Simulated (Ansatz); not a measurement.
`PO[AsH2]` + `[OH][AlH2]` → `[AlH2][O]P` + `O[AsH2]` at 600 K and 1 bar (ligand exchange at a P–O bond).

Computed with Ansatz on PBE0-D4/def2-TZVP structures; ΔE is electronic, products minus reactants. CBS: MP2 limit from def2 TZ/QZ plus the TZ coupled-cluster correction, frozen cores. This one scheme is used for every species. For As outer-core shells are correlated without core-valence functions, which leaves a few kJ/mol of doubt a bond. Scalar relativity is left out up to krypton. One conformer a species, not always the lowest.

```
     species  CCSD(T)/CBS energy (Eh)  H − E (kJ/mol)  S (J/(mol·K))
  `PO[AsH2]`              -2653.50583           144.2          395.6
`[OH][AlH2]`               -319.03157           103.2          300.4
`[AlH2][O]P`               -660.56673           139.8          386.9
   `O[AsH2]`              -2311.97217           108.4          309.7
```

H − E and S are ideal-gas, rigid-rotor, harmonic terms from PBE0-D4/def2-TZVP, for one conformer and one mirror image of each species. 1 Eh = 2625.50 kJ/mol, R = 8.31446 J/(mol·K).

By hand: ΔE, ΔH, ΔS and ΔG.

ΔE = (-660.56673) + (-2311.97217) − (-2653.50583) − (-319.03157) = -0.00150 Eh = -3.9 kJ/mol. Δ(H − E) = 139.8 + 108.4 − 144.2 − 103.2 = 0.8, so ΔH = -3.1 kJ/mol. ΔS = 386.9 + 309.7 − 395.6 − 300.4 = 0.6 J/(mol·K). ΔG = -3.1 − 600 × (0.6)/1000 = -3.5 kJ/mol.

By hand: the equilibrium constant, and the temperature at which ΔG would vanish if ΔH and ΔS stayed fixed.

log₁₀ K = −ΔG/(RT ln 10) = 0.3. ΔH and −TΔS have one sign here, so there is no such temperature.

The number of gas molecules stays the same, so ΔS is small and ΔH decides. The sign of ΔG lies within the doubt. A doubt of 5 kJ/mol in ΔE shifts log₁₀ K by 0.4 here. Other conformers and mirror images would add mixing entropy, several J/(mol·K) or more a flexible species. Modes under 60 cm⁻¹, often nearly free rotors, make the harmonic entropy too high. These are equilibria of isolated gas molecules and say nothing of rates. Largest T1 diagnostic: 0.014 (customary marks: 0.02 for closed shells, 0.045 for open ones).

ΔS is within the doubt of such terms, so its sign, and with it that verdict, could turn.
